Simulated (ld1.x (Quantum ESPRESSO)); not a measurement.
Transferability test, PAW potential for K (Z = 19)

K, PAW, made with ld1.x (Quantum ESPRESSO) 7.5 (PBEsol, fully relativistic). Core [Ne], reference 3s2 3p6 3d0 4s0.5 4p0 (charge +0.5). Waves: 3s (bound): rcut 1.95, rcutus 2.10 bohr; 4s (bound): rcut 1.95, rcutus 2.10 bohr; 3p (bound): rcut 2.00, rcutus 2.20 bohr; 4p (bound, empty): rcut 2.00, rcutus 2.20 bohr; 3d (bound, empty): rcut 4.05, rcutus 4.80 bohr; 3d channel at 2.75 Ry: rcut 4.05, rcutus 4.80 bohr. Local part: all-electron potential smoothed inside 2.50 bohr (lloc = -2). Core correction: Bessel-smoothed model core, default radius (core density twice the valence density). Augmentation charge: BESSEL, radius 1.95 bohr.

Open shells are filled in proportion to 2j + 1 (rel_dist='average').

Energies are relative to the spin-unpolarised reference configuration 3s2 3p6 3d0 4s0.5 4p0; without spin polarisation the order of configurations can differ from experiment. The frozen-core shift is the all-electron ΔE with the core orbitals held at their reference shape minus the fully relaxed ΔE.

Give the all-electron excitation energy and the error of the potential for: 3s2 3p6 3d0 4s1 4p0; 3s2 3p6 3d0 4s0 4p0; 3s2 3p6 3d0 4s0 4p1; 3s2 3p6 3d1 4s0 4p0; 3s1 3p6 3d0 4s1 4p0; 3s2 3p5 3d0 4s1 4p0; 3s2 3p6 3d0.5 4s0.5 4p0.

```json
{"valence configuration": "3s2 3p6 3d0 4s1 4p0", "charge": "0", "ΔE all-electron (eV)": "-1.621", "error AE − PS (meV)": "0.0", "frozen-core shift (meV)": "0.0"}
{"valence configuration": "3s2 3p6 3d0 4s0 4p0", "charge": "+1", "ΔE all-electron (eV)": "2.597", "error AE − PS (meV)": "+0.1", "frozen-core shift (meV)": "0.0"}
{"valence configuration": "3s2 3p6 3d0 4s0 4p1", "charge": "0", "ΔE all-electron (eV)": "-0.103", "error AE − PS (meV)": "0.0", "frozen-core shift (meV)": "0.0"}
{"valence configuration": "3s2 3p6 3d1 4s0 4p0", "charge": "0", "ΔE all-electron (eV)": "0.788", "error AE − PS (meV)": "+1.8", "frozen-core shift (meV)": "0.0"}
{"valence configuration": "3s1 3p6 3d0 4s1 4p0", "charge": "+1", "ΔE all-electron (eV)": "40.277", "error AE − PS (meV)": "-0.1", "frozen-core shift (meV)": "+2.3"}
{"valence configuration": "3s2 3p5 3d0 4s1 4p0", "charge": "+1", "ΔE all-electron (eV)": "23.276", "error AE − PS (meV)": "-4.8", "frozen-core shift (meV)": "+2.1"}
{"valence configuration": "3s2 3p6 3d0.5 4s0.5 4p0", "charge": "0", "ΔE all-electron (eV)": "-0.412", "error AE − PS (meV)": "-3.2", "frozen-core shift (meV)": "0.0"}
```

Levels in the configuration 3s2 3p6 3d0.5 4s0.5 4p0:

```tsv
level	all-electron (eV)	pseudo (eV)
3s j=1/2	-36.294	-36.279
3p j=1/2	-20.002	-19.987
3p j=3/2	-19.734	-19.719
3d j=3/2	-0.387	-0.385
3d j=5/2	-0.386	-0.384
4s j=1/2	-2.814	-2.812
```

The ghost test of this file was not conclusive.
